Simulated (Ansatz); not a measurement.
Q: Name a neutral molecule of Al, C, N and H with HOMO energy (ωB97M-V/def2-TZVPP) between -8.10 and -7.80 eV and HOMO–LUMO gap (PBE/def2-TZVPP) between 2.60 and 2.90 eV (Ansatz, PBE0-D4/def2-TZVP geometry).

A: `N[C]1=[C]([AlH2])[AlH]1` (-8.04 eV, 2.71 eV); `C/C=[C](\N)[AlH2]` (-8.05 eV, 2.76 eV). Other molecules can fit too; these were computed, each in one conformer that needn't be the lowest.
